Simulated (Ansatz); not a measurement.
GeH2S (SMILES [SH][GeH]) moved off its minimum; all values from Ansatz (a quantum-chemistry and plane-wave program), cores frozen in correlated methods.
(charge 0, multiplicity 1)
```xyz
4

Ge     0.1598    -0.5671     0.5194
H      0.5350    -1.6762    -0.6905
S     -0.5106     1.0164    -0.9538
H     -0.8463     2.0255    -0.1239
```

Forces at MP2/def2-TZVPPD (eV/Å):

| atom | Fx | Fy | Fz |
|---|---|---|---|
| Ge1 | 0.071 | -0.238 | -0.733 |
| H2 | -0.335 | 0.917 | 0.632 |
| S3 | 0.097 | -0.212 | 0.057 |
| H4 | 0.166 | -0.467 | 0.043 |

### Question
Give the forces (eV/Å), the total energy and the dipole at CCSD(T)/def2-TZVPPD.

### Answer

| atom | Fx | Fy | Fz |
|---|---|---|---|
| Ge1 | 0.080 | -0.242 | -0.559 |
| H2 | -0.293 | 0.798 | 0.531 |
| S3 | 0.090 | -0.213 | -0.084 |
| H4 | 0.124 | -0.343 | 0.112 |
Energy -2474.4043 hartree, dipole 1.08 D.
